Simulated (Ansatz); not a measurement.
A nudged elastic band was laid between two geometries of ClGeH₅OSi (9 atoms, charge 0, multiplicity 1).

These are results of RKS B3LYP/def2-SVP in Ansatz, not measurements.

```json
{
  "movable images": "7",
  "climbing image": "yes",
  "spring": "5.0 eV/Å²",
  "optimiser": "quadratic models (default)",
  "start path": "through a guess of the saddle point",
  "force threshold": "0.05 eV/Å",
  "iteration limit": "60",
  "end points": "relaxed"
}
```

First end point:

```xyz
9
Properties=species:S:1:pos:R:3
O -1.820 0.231 0.991
Si -0.626 0.819 -0.006
Cl 0.422 2.378 0.921
Ge 0.981 -0.872 -0.557
H -1.552 -0.201 1.812
H -1.337 1.381 -1.178
H 0.304 -2.036 -1.313
H 1.597 -1.438 0.742
H 2.120 -0.308 -1.431
```

Last end point:

```xyz
9
Properties=species:S:1:pos:R:3
O -1.438 0.408 1.461
Si -0.765 0.689 -0.033
Cl 0.142 2.576 -0.100
Ge 0.933 -0.918 -0.566
H -0.846 0.343 2.220
H -1.904 0.693 -0.981
H 1.584 -0.609 -1.930
H 0.349 -2.347 -0.607
H 2.032 -0.880 0.519
```

What changes between the two ends?

No bond is made or broken. The dihedral Cl3–Si2–Ge4–H7 goes from -177 to -56°. The two ends are copies of one structure, up to a mirror image or an exchange of like atoms.

What energy profile does the band end with?

It converged. The highest image is number 4 of 0 to 8, 0.045 eV above the ends, which have the same energy within 2 meV. A vibrational analysis at the climbing image gives one clearly imaginary mode, 94i cm⁻¹: a first-order saddle point.

```tsv
image	path coordinate (Å)	energy (eV)	dihedral Cl3–Si2–Ge4–H7 (°)
0	0.00	0.000	-177
1	0.53	0.007	-163
2	1.06	0.023	-148
3	1.59	0.039	-132
4	2.12	0.045	-117
5	2.66	0.039	-101
6	3.19	0.023	-86
7	3.73	0.007	-71
8	4.26	0.000	-56
```

What is the geometry of the highest image?


```xyz
9
Properties=species:S:1:pos:R:3
O -1.588 0.332 1.326
Si -0.710 0.754 -0.021
Cl 0.270 2.581 0.265
Ge 0.957 -0.898 -0.566
H -1.103 0.086 2.124
H -1.715 0.947 -1.092
H 0.727 -1.456 -1.987
H 0.870 -2.081 0.426
H 2.381 -0.311 -0.494
```

What are the harmonic wavenumbers there?

94i, 117, 161, 235, 293, 348, 461, 472, 536, 757, 779, 821, 871, 882, 886, 910, 2108, 2121, 2133, 2265, 3866 cm⁻¹.

The band took 8 iterations and about 6 core-minutes.

The run took 3.2 min on 2 threads of Arm Neoverse V1, on a shared host, peak memory 0.27 GiB.
